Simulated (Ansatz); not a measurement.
C2H4OSi (`C#C[SiH2]O`). Total charge 0; spin multiplicity 1. The structure was optimised at the PBE0-D4/def2-TZVP level. It is one conformer, not always the lowest.

```xyz
8

C    -1.688    1.250   -0.505
C    -0.688    0.588   -0.378
Si    0.835   -0.402   -0.166
O     0.679   -1.478    1.064
H    -2.573    1.833   -0.623
H     1.946    0.554    0.070
H     1.084   -1.203   -1.382
H     0.405   -1.143    1.919
```

Task: What is the dipole moment at B3LYP/def2-TZVPP? (Estimate.)

Result: Computed: 1.62 D, with components (-0.78, 1.15, 0.82) D in this frame, pointing from negative to positive charge.

Task: And with PBE, r2SCAN, ωB97M-V? (Best estimate.)

Result: Ansatz gave: PBE 1.56 D, r2SCAN 1.63 D, ωB97M-V 1.65 D.

Task: Give the Mulliken charges with B3LYP, ωB97M-V, r2SCAN in def2-TZVPP. (An estimate is asked.)

Result: Computed: 
```json
{"atom": "C1", "B3LYP": "-0.02", "ωB97M-V": "-0.06", "r2SCAN": "-0.12"}
{"atom": "C2", "B3LYP": "-0.41", "ωB97M-V": "-0.37", "r2SCAN": "-0.32"}
{"atom": "Si3", "B3LYP": "0.55", "ωB97M-V": "0.49", "r2SCAN": "0.60"}
{"atom": "O4", "B3LYP": "-0.39", "ωB97M-V": "-0.38", "r2SCAN": "-0.41"}
{"atom": "H5", "B3LYP": "0.24", "ωB97M-V": "0.23", "r2SCAN": "0.22"}
{"atom": "H6", "B3LYP": "-0.09", "ωB97M-V": "-0.05", "r2SCAN": "-0.10"}
{"atom": "H7", "B3LYP": "-0.07", "ωB97M-V": "-0.03", "r2SCAN": "-0.08"}
{"atom": "H8", "B3LYP": "0.19", "ωB97M-V": "0.18", "r2SCAN": "0.20"}
```

B3LYP here is the variant with VWN-RPA as its local correlation; programs differ in this.
